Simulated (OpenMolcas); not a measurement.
Kr4+: from CASSCF to CASPT2

```
Program             : OpenMolcas 26.06
Basis               : ANO-RCC-VTZP [6s5p3d1f]
Scalar Hamiltonian  : DKH2, point nucleus
Active space        : 4 electrons in 8 orbitals (4s 4p 5s 5p)
State averaging     : 2S+1 = 3 even, 3 roots; 2S+1 = 1 even, 11 roots; 2S+1 = 5 odd, 1 root; 2S+1 = 3 odd, 9 roots; 2S+1 = 1 odd, 8 roots
Spin-orbit coupling : RASSI with atomic mean-field integrals over the reference wave functions, term energies averaged over their components
```

Methods on the same reference wave functions:
A. CASSCF
B. SS-CASPT2, IPEA 0.25 Eh, imaginary shift 0.1 Eh (closed shells correlated: 3d)
C. MS-CASPT2, IPEA 0.25 Eh, imaginary shift 0.1 Eh (closed shells correlated: 3d)

Energies in cm⁻¹ above 4s² 4p² ³P₀, the measured ground level; measured values from Saloman, J. Phys. Chem. Ref. Data 36, 215 (2007).

```csv
Level,A,B,C,Measured
4s² 4p² ³P₀,0.0,0.0,0.0,0.0
4s² 4p² ³P₁,3327,3280,3280,3743
4s² 4p² ³P₂,7076,6900,6900,7595
4s² 4p² ¹D₂,21832,19580,19570,19723
4s² 4p² ¹S₀,37156,38730,38730,39204
4s 4p³ ⁵S°₂,84607,92040,92040,
4s 4p³ ³D°₁,136423,125540,125540,129658
4s 4p³ ³D°₂,136435,125660,125660,129779
4s 4p³ ³D°₃,137602,126600,126600,131016
4s 4p³ ³P°₀,152488,146870,146870,147925
4s 4p³ ³P°₁,153006,147250,147250,148287
4s 4p³ ³P°₂,153821,147930,147930,148668
4s 4p³ ¹D°₂,195592,175830,175830,163387
4s 4p³ ³S°₁,199698,188540,188540,185064
4s 4p³ ¹P°₁,212094,197850,197850,194041
```

Deviations, from unrounded energies. A percentage is the sum of absolute deviations over the sum of measured energies, with the sign that they share, or ± where signs differ.

```
                        Against measurement  Levels     A      B      C
             mean absolute deviation (cm-1)      13  8000   2800   2800
      fine structure of the ground term (%)       2  -8.3  -10.2  -10.3
other terms of the ground configuration (%)       2  ±7.1   -1.0   -1.1
                   other configurations (%)       9  +7.2   ±2.6   ±2.6
```

B, C lie about equally close to measurement and A furthest from it. The largest miss of B in the table is 4s 4p³ ¹D°₂, by +12000 cm-1. The ranking rests on the paired levels alone, and a cruder setting can come out closer through cancelling errors.

Between B and C the level of the table that moves most is 4s² 4p² ¹D₂, by 7 cm-1 (lowest in C, highest in B). Moves below CASPT2's spread within the term are not significant.

The two smallest mean deviations differ by little beside CASPT2's spread within terms, so their order carries little weight.

From A to B the spin-free energies of the other terms of 4s² 4p² shown, above ³P, scale by factors of 0.85 to 1.05.

The lowest spin-free term lies below A's lowest term by 0.105 hartree in B, 0.105 hartree in C.

Term energies are means over components that CASPT2 splits; among the terms shown or strongly mixed into the levels shown the widest spread is 1200 cm-1 (4s 4p³ ¹D°, C). Over all roots computed the reference weight is 0.86 to 0.99 in B, 0.86 to 0.99 in C; the roots of lowest weight are the least certain, and an intruder state may touch them. Active for correlation alone: 5p 5s; no level in the range computed is led by a configuration that fills them, so any true level of that kind is missing. Terms of s pⁿ other than that of highest spin mix with s² pⁿ⁻² d, which this space lacks; all of them can be thousands of cm-1 off, and some have no real level of that name. Some levels mix across a computed gap that differs much from the measured one, so their mixing is not that of the real levels (holds for A). Computed and measured levels are paired by configuration, term and J; levels that our copy of the source lacks, or whose pairing is in doubt (as where it misses far off the trend of its configuration), stay unpaired and out of the deviations. Only configurations of the active space appear. Levels that lie high or do not pair safely by name in every column are left out.

° marks odd parity.
